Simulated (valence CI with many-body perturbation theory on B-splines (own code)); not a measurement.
**E1 transitions of Os LXXII**

Level of theory: valence CI with perturbative core correlation (CI+MBPT): three valence electrons over a frozen Dirac-Fock core [He], a basis of 11 s, 11 p, 10 d, 8 f, 5 g, 2 h functions for each j, with the one-electron correlation potential Σ1, the two-electron term Σ2, the three-electron term Σ3, Breit, model QED; selected CI, second order for the rest, scaled by the run's own slope (own B-spline code, finite nucleus).

No measured spectrum was set against this ion. As an estimate, large intervals hold to a few tenths of a per cent, small ones and those within an open d or f shell to about a per cent.

Lines 151 to 200 of 583 in falling wavelength, among levels below 16441 eV, chosen from the strongest by gf and those to the six lowest levels. Wavelengths and rates use the calculated energies. Electric multipoles are in the length gauge, E1 and E2 with the static RPA response of the core. Weak lines are less certain than strong ones. Lines between different terms over intervals too small for the method are left out, as are lines whose strength nearly cancels. The highest levels of a list are the least certain.

Levels are named by their leading jj configuration (3d3/2^4 stands for four electrons in 3d with j = 3/2), which in mixed levels can hold well under half, so a name can repeat and another be missing. Letters in brackets count levels of one name in rising energy.

| λ vac (Å) | Upper | Lower | A (s⁻¹) | S (a.u.) |
| --- | --- | --- | --- | --- |
| 6.603 | (2p3/2^2 3d3/2) J=5/2 | (2s 2p3/2 3d3/2) J=5/2 [b] | 3.29e+12 | 2.81e-03 |
| 6.599 | (2p3/2^2 3p1/2) J=3/2 | (2s 2p3/2 3p1/2) J=1/2 | 8.68e+12 | 4.93e-03 |
| 6.598 | (2p3/2^2 3p1/2) J=5/2 | (2s 2p3/2 3p1/2) J=3/2 [b] | 1.02e+13 | 8.66e-03 |
| 6.585 | (2p3/2^2 3d3/2) J=3/2 [a] | (2s 2p3/2 3d3/2) J=3/2 [b] | 5.84e+12 | 3.29e-03 |
| 6.578 | (2p3/2^2 3d3/2) J=5/2 | (2s 2p3/2 3d3/2) J=3/2 [b] | 6.92e+12 | 5.83e-03 |
| 6.575 | (2p3/2^2 3s) J=3/2 | (2s 2p3/2 3s) J=3/2 [b] | 3.88e+12 | 2.18e-03 |
| 6.563 | (2p3/2^2 3d5/2) J=5/2 [a] | (2s 2p3/2 3d5/2) J=3/2 [b] | 3.68e+12 | 3.08e-03 |
| 6.557 | (2p3/2^2 3d5/2) J=3/2 | (2s 2p3/2 3d5/2) J=3/2 [b] | 5.99e+12 | 3.33e-03 |
| 6.549 | (2p3/2^2 3s) J=3/2 | (2s 2p3/2 3s) J=1/2 | 8.44e+12 | 4.68e-03 |
| 6.547 | (2p3/2^2 3d5/2) J=5/2 [a] | (2s 2p3/2 3d5/2) J=5/2 [b] | 4.81e+12 | 3.99e-03 |
| 6.541 | (2p3/2^2 3d5/2) J=3/2 | (2s 2p3/2 3d5/2) J=5/2 [b] | 4.15e+12 | 2.29e-03 |
| 6.533 | (2p1/2 2p3/2^2) J=3/2 | (2s 2p1/2 2p3/2) J=1/2 | 8.95e+12 | 4.93e-03 |
| 6.526 | (2p3/2^2 3p3/2) J=3/2 [a] | (2s 2p3/2 3p3/2) J=1/2 [b] | 8.99e+12 | 4.93e-03 |
| 6.473 | (2p1/2 2p3/2 3d5/2) J=3/2 [a] | (2s 2p1/2 3d5/2) J=3/2 | 5.53e+12 | 2.96e-03 |
| 6.472 | (2p1/2 2p3/2 3p3/2) J=3/2 [a] | (2s 2p1/2 3p3/2) J=3/2 [b] | 4.71e+12 | 2.52e-03 |
| 6.465 | (2p1/2 2p3/2 3d5/2) J=5/2 [a] | (2s 2p1/2 3d5/2) J=5/2 [b] | 4.14e+12 | 3.31e-03 |
| 6.463 | (2p1/2 2p3/2^2) J=5/2 | (2s 2p1/2 2p3/2) J=3/2 [b] | 1.09e+13 | 8.75e-03 |
| 6.446 | (2p1/2 2p3/2 3d3/2) J=5/2 [a] | (2s 2p1/2 3d3/2) J=5/2 | 5.73e+12 | 4.55e-03 |
| 6.435 | (2p1/2 2p3/2 3d5/2) J=9/2 | (2s 2p1/2 3d5/2) J=7/2 | 9.51e+12 | 1.25e-02 |
| 6.435 | (2p1/2 2p3/2 3s) J=3/2 [b] | (2s 2p1/2 3s) J=1/2 [b] | 8.58e+12 | 4.51e-03 |
| 6.432 | (2p3/2^3) J=3/2 | (2s 2p3/2^2) J=3/2 | 2.30e+13 | 1.21e-02 |
| 6.431 | (2p1/2 2p3/2 3p1/2) J=3/2 [a] | (2s 2p1/2 3p1/2) J=3/2 | 5.07e+12 | 2.66e-03 |
| 6.431 | (2p1/2 2p3/2 3p3/2) J=7/2 | (2s 2p1/2 3p3/2) J=5/2 | 1.07e+13 | 1.12e-02 |
| 6.430 | (2p3/2^3) J=3/2 | (2s 2p3/2^2) J=1/2 | 5.34e+12 | 2.80e-03 |
| 6.425 | (2p1/2 2p3/2 3d5/2) J=5/2 [a] | (2s 2p1/2 3d5/2) J=7/2 | 2.76e+12 | 2.16e-03 |
| 6.416 | (2p3/2^2 3d5/2) J=5/2 [b] | (2s 2p3/2 3d5/2) J=3/2 [b] | 2.87e+12 | 2.25e-03 |
| 6.409 | (2s 2p3/2 3d5/2) J=7/2 [b] | (2s^2 3d5/2) J=5/2 | 1.28e+13 | 1.33e-02 |
| 6.407 | (2p1/2 2p3/2 3d5/2) J=5/2 [b] | (2s 2p1/2 3d5/2) J=3/2 | 4.52e+12 | 3.52e-03 |
| 6.407 | (2p3/2^2 3p3/2) J=3/2 [b] | (2s 2p3/2 3p3/2) J=3/2 [b] | 1.22e+13 | 6.35e-03 |
| 6.406 | (2p3/2^2 3p3/2) J=1/2 | (2s 2p3/2 3p3/2) J=1/2 [a] | 1.03e+13 | 2.68e-03 |
| 6.404 | (2p1/2 2p3/2 3d5/2) J=5/2 [b] | (2s 2p1/2 3d5/2) J=5/2 [b] | 3.07e+12 | 2.39e-03 |
| 6.400 | (2p3/2^2 3d5/2) J=5/2 [b] | (2s 2p3/2 3d5/2) J=5/2 [b] | 8.32e+12 | 6.46e-03 |
| 6.399 | (2p1/2 2p3/2 3p3/2) J=3/2 [b] | (2s 2p1/2 3p3/2) J=1/2 | 5.36e+12 | 2.77e-03 |
| 6.399 | (2s 2p3/2 3p3/2) J=5/2 [b] | (2s^2 3p3/2) J=3/2 | 1.45e+13 | 1.13e-02 |
| 6.397 | (2p1/2 2p3/2 3d3/2) J=5/2 [b] | (2s 2p1/2 3d3/2) J=3/2 [b] | 9.45e+12 | 7.32e-03 |
| 6.394 | (2p3/2^2 3d3/2) J=3/2 [b] | (2s 2p3/2 3d3/2) J=1/2 [b] | 4.55e+12 | 2.35e-03 |
| 6.394 | (2p1/2 2p3/2 3d5/2) J=7/2 [a] | (2s 2p1/2 3d5/2) J=5/2 [a] | 8.21e+12 | 8.48e-03 |
| 6.393 | (2p3/2^2 3p3/2) J=5/2 | (2s 2p3/2 3p3/2) J=5/2 [a] | 7.61e+12 | 5.89e-03 |
| 6.392 | (2p1/2 2p3/2 3d3/2) J=7/2 | (2s 2p1/2 3d3/2) J=5/2 | 9.54e+12 | 9.83e-03 |
| 6.391 | (2p1/2 2p3/2 3d3/2) J=3/2 [b] | (2s 2p1/2 3d3/2) J=1/2 | 5.07e+12 | 2.62e-03 |
| 6.389 | (2p1/2 2p3/2 3p3/2) J=5/2 [a] | (2s 2p1/2 3p3/2) J=3/2 [a] | 7.49e+12 | 5.79e-03 |
| 6.388 | (2p1/2 2p3/2 3p1/2) J=5/2 | (2s 2p1/2 3p1/2) J=3/2 | 1.07e+13 | 8.29e-03 |
| 6.388 | (2p3/2^2 3d5/2) J=7/2 | (2s 2p3/2 3d5/2) J=7/2 [a] | 5.03e+12 | 5.18e-03 |
| 6.386 | (2s 2p3/2 3d3/2) J=3/2 [b] | (2s^2 3d3/2) J=3/2 | 1.39e+13 | 7.15e-03 |
| 6.383 | (2p1/2 2p3/2 3p1/2) J=3/2 [b] | (2s 2p1/2 3p1/2) J=1/2 [b] | 1.08e+13 | 5.57e-03 |
| 6.381 | (2p1/2 2p3/2 3d5/2) J=7/2 [b] | (2s 2p1/2 3d5/2) J=5/2 [b] | 5.07e+12 | 5.20e-03 |
| 6.378 | (2p1/2 2p3/2 3d3/2) J=3/2 [b] | (2s 2p1/2 3d3/2) J=3/2 [b] | 5.38e+12 | 2.76e-03 |
| 6.367 | (2p3/2^2 3d5/2) J=1/2 | (2s 2p3/2 3d5/2) J=3/2 [a] | 9.75e+12 | 2.48e-03 |
| 6.365 | (2p3/2^2 3d5/2) J=7/2 | (2s 2p3/2 3d5/2) J=5/2 [a] | 4.70e+12 | 4.79e-03 |
| 6.363 | (2s 2p3/2 3d3/2) J=5/2 [b] | (2s^2 3d3/2) J=3/2 | 1.34e+13 | 1.02e-02 |
